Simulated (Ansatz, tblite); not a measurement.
Removing and adding an electron: Si50H54, a nanocrystal cut from hexagonal silicon. Charge 0, multiplicity 1. Geometry: PBE-D4/def2-SVP. Ansatz, gas phase; energy differences of separate SCF runs; the oxidised species was run as a doublet alone; the reduced species was run as a doublet alone.

```xyz
104

Si   -4.080   -3.040   -2.083
Si   -3.243   -1.601   -3.747
Si   -5.620    0.684   -1.677
Si   -4.146    0.573   -3.506
Si   -0.036   -3.696   -3.870
Si   -0.902   -1.521   -3.550
Si   -0.021   -0.104   -5.207
Si   -2.398    2.104   -3.137
Si   -0.920    2.072   -4.967
Si    2.322   -0.067   -4.983
Si    0.774    3.654   -4.574
Si   -4.398   -3.516    1.726
Si   -3.551   -2.139    0.023
Si   -4.448    0.037    0.258
Si   -0.345   -4.274   -0.099
Si    1.132   -4.320   -1.932
Si   -1.211   -2.096    0.209
Si   -0.343   -0.660   -1.434
Si   -2.703    1.554    0.659
Si   -1.238    1.516   -1.178
Si   -3.551    3.716    1.091
Si   -2.634    5.393   -0.285
Si    2.872   -2.779   -1.556
Si    1.996   -0.606   -1.244
Si    2.860    0.839   -2.881
Si    0.506    3.044   -0.794
Si    1.953    3.011   -2.642
Si   -0.287    5.232   -0.388
Si    5.192    0.937   -2.617
Si   -3.797   -2.779    3.882
Si   -4.652   -0.662    4.497
Si   -0.610   -4.917    3.684
Si    0.830   -4.945    1.827
Si   -1.448   -2.728    3.994
Si   -0.633   -1.279    2.329
Si   -2.925    0.943    4.479
Si   -1.533    0.890    2.583
Si    2.581   -3.415    2.195
Si    4.060   -3.444    0.364
Si    1.706   -1.238    2.496
Si    2.579    0.213    0.874
Si    0.217    2.417    2.957
Si    1.690    2.388    1.124
Si    5.812   -1.934    0.777
Si    4.920    0.230    1.109
Si    5.839    1.697   -0.483
Si    3.431    3.897    1.598
Si    5.196    3.912    0.035
Si    2.278   -0.401    4.614
Si    1.391    1.778    4.896
H    -5.574   -3.204   -2.221
H    -3.439   -4.400   -2.212
H    -3.591   -2.125   -5.122
H    -6.812   -0.217   -1.890
H    -6.116    2.100   -1.507
H    -4.868    0.949   -4.779
H    -1.171   -4.654   -4.141
H     0.878   -3.702   -5.071
H    -0.413   -0.650   -6.561
H    -2.970    3.492   -2.975
H    -1.684    2.426   -6.222
H     2.867   -1.472   -5.068
H     2.951    0.754   -6.082
H     1.713    3.743   -5.752
H     0.160    5.014   -4.349
H    -5.900   -3.598    1.610
H    -3.839   -4.907    1.543
H    -5.394    0.056    1.436
H    -1.487   -5.230   -0.353
H     1.720   -5.707   -2.057
H    -5.054    3.707    0.946
H    -3.234    4.062    2.525
H    -3.217    5.296   -1.670
H    -3.004    6.742    0.281
H     3.801   -2.774   -2.748
H     3.078    3.990   -2.400
H     0.238    6.165   -1.453
H     0.273    5.691    0.936
H     5.756   -0.452   -2.803
H     5.784    1.827   -3.683
H    -4.310   -3.806    4.867
H    -5.816   -0.240    3.639
H    -5.147   -0.773    5.920
H    -1.762   -5.868    3.466
H     0.131   -5.356    4.923
H     1.407   -6.323    1.601
H    -1.005   -2.203    5.339
H    -3.485    2.332    4.661
H    -2.052    0.640    5.674
H     3.331   -3.808    3.448
H     4.581   -4.849    0.163
H    -0.358    3.806    3.113
H     6.766   -1.908   -0.392
H     6.584   -2.357    2.003
H     5.253    0.705    2.505
H     7.347    1.607   -0.414
H     2.867    5.284    1.780
H     4.034    3.470    2.916
H     4.849    4.712   -1.193
H     6.378    4.579    0.699
H     1.734   -1.318    5.681
H     3.780   -0.366    4.752
H     0.465    1.800    6.086
H     2.513    2.752    5.160
```

The xTB rows come from tblite. Single mean-field runs in def2-SVP are fitted with def2-universal-jkfit. HOMO above LUMO, or a gap near zero within one spin, warns that the state may not be the lowest or that an electron is smeared out.

Problem. Estimate orbital energies and vertical ionisation energies and electron affinities at: GFN1-xTB; GFN2-xTB; PBE-D4/def2-SVP; PBE0-D4/def2-SVP.

Solution. 
```json
{"level": "GFN1-xTB", "−HOMO (eV)": "11.22", "vertical IE (eV)": "12.17", "−LUMO (eV)": "9.06", "vertical EA (eV)": "8.02", "HOMO–LUMO gap (eV)": "2.16", "IE − EA (eV)": "4.16", "remarks": "–"}
{"level": "GFN2-xTB", "−HOMO (eV)": "8.52", "vertical IE (eV)": "9.54", "−LUMO (eV)": "6.16", "vertical EA (eV)": "5.07", "HOMO–LUMO gap (eV)": "2.36", "IE − EA (eV)": "4.47", "remarks": "–"}
{"level": "PBE-D4/def2-SVP", "−HOMO (eV)": "5.61", "vertical IE (eV)": "6.82", "−LUMO (eV)": "2.63", "vertical EA (eV)": "1.63", "HOMO–LUMO gap (eV)": "2.97", "IE − EA (eV)": "5.19", "remarks": "gap within one spin near zero (+1 doublet), gap within one spin near zero (-1 doublet)"}
{"level": "PBE0-D4/def2-SVP", "−HOMO (eV)": "6.49", "vertical IE (eV)": "7.32", "−LUMO (eV)": "2.04", "vertical EA (eV)": "1.40", "HOMO–LUMO gap (eV)": "4.45", "IE − EA (eV)": "5.92", "remarks": "–"}
```

   Raw xTB energy differences between charge states are shifted by several eV; the methods need an empirical correction for them. Sets without diffuse functions give affinities that are too small.
